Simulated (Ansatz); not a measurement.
Abridged output of a molecular run in Ansatz:

```
Functional definition: HF
1179 factors; integrals over basis functions are off by at most 1.1e-3 eV
mean field evaluation 1: about -65018.0350 eV, gradient 3.0e1 eV
mean field evaluation 2: about -65018.1950 eV, gradient 3.0e1 eV
mean field evaluation 4: about -65020.9615 eV, gradient 3.9e0 eV
mean field evaluation 8: about -65021.0318 eV, gradient 4.7e-1 eV
mean field -65021.03346470 eV, -2389.4789069883 hartree, gradient 4.0e-6 eV, S^2 0.000000; 0 other end points of the search recorded, 0 dependent functions left out
18 core orbitals not correlated: weight in the atoms' cores, before any rotation towards them, 1.000 or more for the frozen orbitals, at most 0.000 for the correlated occupied ones
reference -65021.03346470 eV, -2389.4789069883 hartree; 20, 20 occupied and 82, 82 virtual orbitals, 1179 factors
second order -27.65816437 eV of doubles, -0.00000000 eV of singles
cycle   1  -27.01813643 eV  change    6.4e-1 eV  update   1.4e-1
cycle   2  -27.80460070 eV  change   -7.9e-1 eV  update   4.6e-2
cycle   3  -27.98515187 eV  change   -1.8e-1 eV  update   2.2e-2
cycle   4  -27.97644110 eV  change    8.7e-3 eV  update   6.4e-3
cycle   5  -27.97283987 eV  change    3.6e-3 eV  update   2.9e-3
cycle   6  -27.97374370 eV  change   -9.0e-4 eV  update   8.8e-4
cycle   7  -27.97331492 eV  change    4.3e-4 eV  update   3.6e-4
cycle   8  -27.97306052 eV  change    2.5e-4 eV  update   1.6e-4
cycle   9  -27.97304306 eV  change    1.7e-5 eV  update   6.9e-5
cycle  10  -27.97306318 eV  change   -2.0e-5 eV  update   2.6e-5
perturbative correction -0.98698304 eV, -0.0362709577 hartree
Total energy: -65049.99351092 eV, -2390.5431690571 hartree
```

Its atoms:

```xyz
9

F     1.7855    1.3142   -0.0785
C     0.6880    0.5324    0.1085
Zn    0.4434   -0.4262    1.8218
C     0.2055   -0.3021   -1.0174
C    -1.0790    0.0904   -1.0380
S    -0.9795    1.4167    0.1103
H     0.1885   -1.2134    3.1140
H     0.7260   -1.0926   -1.5436
H    -1.9783   -0.3194   -1.4772
```

Question: Which basis set was used?
A. def2-QZVPP
B. cc-pV(T+d)Z
C. def2-SVP
D. def2-TZVPPD

Answer: C. It gives 120 functions.

Question: Write the keys of the input that set method, charge and spin (a neutral closed shell needs none for the last two).

Answer: 
```yaml
correlation: {method: ccsd_t, frozen_orbitals: {C: 1, F: 1, H: 0, S: 5, Zn: 9}}
```
